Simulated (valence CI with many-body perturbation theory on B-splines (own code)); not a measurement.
**Hyperfine factors and g values of Tl10+**

Level of theory: configuration interaction combined with many-body perturbation theory (CI+MBPT): three valence electrons over a frozen Dirac-Fock core [Xe] 4f14, radial functions for each j: 7 s, 7 p, 8 d, 6 f, 4 g, 1 h, with the one-electron correlation potential Σ1, the two-electron term Σ2, the three-electron term Σ3, Breit, model QED; selected CI, second order for the rest, scaled by the run's own slope (own B-spline code, finite nucleus).

No measured levels were compared; by estimate terms of the open shell hold to 2 to 4 % of their energy, and close levels can change places. Excitations out of the core, of the other parity, are not computed and may begin above about 48.1 eV (a cautious bound); beyond it only levels of the ground parity were kept, without lifetimes.

A/g_I is the dipole constant over the nuclear g factor μ/I (μ in nuclear magnetons, uniformly magnetised nucleus), B/Q the quadrupole constant per barn. Both hold the static response of the core; the bare values leave it out. Large factors of s and p1/2 electrons are usually good to 5 to 10 %; those of open d and f shells near neutrality can be off by tens of per cent, and small factors of p3/2, d and f electrons come from cancelling terms and can be off by a factor of two or in sign, in half-filled shells by more. B is blank for J = 1/2, where it vanishes, and for nearly pure S terms. Energies count from the lowest level.

Levels are named by their leading jj configuration (3d3/2^4 stands for four electrons in 3d with j = 3/2), which in mixed levels can hold well under half, so a name can repeat and another be missing. Letters in brackets count levels of one name in rising energy.

| Level | E (cm⁻¹) | g | A/g_I (MHz) | A/g_I bare | B/Q (MHz/b) | B/Q bare |
| --- | --- | --- | --- | --- | --- | --- |
| (5d3/2^3) J=3/2 | 0 | 0.569 | 5490 | 4360 | -2400 | -2130 |
| (5d3/2^2 5d5/2) J=5/2 [a] | 17589 | 1.043 | 2230 | 2450 | -1480 | -1350 |
| (5d3/2^2 5d5/2) J=7/2 | 27199 | 1.129 | 1870 | 2410 | -103 | -181 |
| (5d3/2^2 5d5/2) J=3/2 | 27233 | 1.313 | 813 | 1950 | -1230 | -1100 |
| (5d3/2^2 5d5/2) J=9/2 | 30576 | 1.114 | 2110 | 2640 | 2180 | 1800 |
| (5d3/2^2 5d5/2) J=1/2 | 31906 | 1.991 | -4880 | -2160 |  |  |
| (5d3/2 5d5/2^2) J=7/2 [a] | 48220 | 1.019 | 2220 | 2310 | 745 | 676 |
| (5d3/2^2 5d5/2) J=5/2 [b] | 48935 | 1.498 | -677 | 910 | 3210 | 2760 |
| (5d3/2 5d5/2^2) J=9/2 | 51053 | 1.126 | 1680 | 2130 | 1530 | 1300 |
| (5d3/2 5d5/2^2) J=3/2 [a] | 57280 | 1.167 | 1620 | 2270 | -3060 | -2700 |
| (5d3/2 5d5/2^2) J=1/2 | 59881 | 1.344 | -1290 | -656 |  |  |
| (5d3/2 5d5/2^2) J=11/2 | 62997 | 1.090 | 1990 | 2370 | 6560 | 5790 |
| (5d3/2 5d5/2^2) J=5/2 [a] | 67451 | 1.170 | 1180 | 1690 | 2190 | 1960 |
| (5d3/2 5d5/2^2) J=5/2 [b] | 70746 | 1.012 | 2160 | 2200 | 1200 | 1030 |
| (5d3/2 5d5/2^2) J=7/2 [b] | 74258 | 1.120 | 1890 | 2380 | 1550 | 1390 |
| (5d5/2^3) J=9/2 | 79417 | 1.112 | 1470 | 1800 | 1300 | 1180 |
| (5d5/2^3) J=3/2 | 84127 | 1.170 | 1650 | 2310 | 1140 | 1030 |
| (5d3/2 5d5/2^2) J=3/2 [b] | 104680 | 0.843 | 3730 | 3410 | 3230 | 2870 |
| (5d5/2^3) J=5/2 | 110950 | 1.160 | 1270 | 1770 | 1450 | 1310 |
| (5d3/2^2 6s) J=3/2 | 315040 | 0.460 | -18000 | -16600 | 487 | 445 |
| (5d3/2^2 6s) J=5/2 | 319400 | 1.023 | 24800 | 22900 | 363 | 329 |
| (5d3/2 5d5/2 6s) J=7/2 [a] | 339930 | 1.227 | 17100 | 16200 | 1300 | 1090 |
| (5d3/2^2 6s) J=1/2 | 340130 | 2.380 | 107000 | 99100 |  |  |
| (5d3/2 5d5/2 6s) J=5/2 [a] | 344550 | 0.988 | -9030 | -7810 | 1140 | 970 |
| (5d3/2 5d5/2 6s) J=9/2 | 352610 | 1.266 | 14800 | 14300 | 4420 | 3830 |
| (5d3/2 5d5/2 6s) J=3/2 [a] | 353220 | 1.538 | 14700 | 14400 | 2340 | 2020 |
| (5d3/2 5d5/2 6s) J=5/2 [b] | 353570 | 1.319 | 21900 | 20700 | -1670 | -1540 |
| (5d3/2 5d5/2 6s) J=3/2 [b] | 359300 | 1.116 | 1490 | 1850 | -1810 | -1620 |
| (5d3/2 5d5/2 6s) J=7/2 [b] | 359610 | 1.010 | -9340 | -7960 | 5490 | 4850 |
| (5d3/2 5d5/2 6s) J=1/2 | 363980 | 0.989 | -29200 | -26700 |  |  |
| (5d5/2^2 6s) J=9/2 | 376330 | 1.178 | 14900 | 14000 | 6460 | 5750 |
| (5d5/2^2 6s) J=7/2 | 380950 | 1.031 | -11000 | -9630 | 4590 | 4070 |
| (5d5/2^2 6s) J=5/2 | 382080 | 1.354 | 24700 | 23200 | -2270 | -1990 |
| (5d5/2^2 6s) J=3/2 | 388160 | 1.149 | -21400 | -18700 | -2100 | -1890 |
| (5d5/2^2 6s) J=1/2 | 415730 | 1.967 | 118000 | 108000 |  |  |
| (5d3/2 6s^2) J=3/2 | 659620 | 0.799 | 4370 | 4220 | 3500 | 3180 |
| (5d3/2^2 6d3/2) J=5/2 | 673870 | 0.750 | 3770 | 3300 | -31.5 | 16.6 |
| (5d3/2^2 6d3/2) J=7/2 | 674810 | 0.760 | 3480 | 3130 | 1940 | 1450 |
| (5d3/2^2 6d3/2) J=1/2 | 675470 | 0.595 | 8240 | 7550 |  |  |
| (5d3/2^2 6d5/2) J=5/2 [a] | 686360 | 1.004 | 2180 | 1940 | -641 | -619 |

(1) Take the isotope of mass number 203, with I = 1/2, μ = 1.616 μN. What is the hyperfine structure of (5d3/2^2 5d5/2) J=9/2?

Results:

(1) From the table A = 6820 MHz. Shifts from the centre of gravity in MHz: F = 4: -18800, F = 5: 15300.
